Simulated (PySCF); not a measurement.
RuO₄ was optimised in PySCF in the def2-TZVP basis family (density fitting, no spin–orbit coupling) with several functionals.

One of them gave a singlet of Td symmetry with a mean bond of 1.679 Å to Ru, wavenumbers 342 (×2), 367 (×3), 979, 994 (×3) cm⁻¹ and a HOMO–LUMO gap of 4.83 eV.

Which level of theory was it?
A. B3LYP
B. PBE0
C. PBE

A. That is B3LYP, with Ru–O 1.679 Å (×4). The others give PBE 1.694 Å and 958 cm⁻¹ for the highest mode; PBE0 1.663 Å and 1028 cm⁻¹ for the highest mode.

Only the bonding shown was studied: isomers, or loss of a ligand pair, can lie lower.
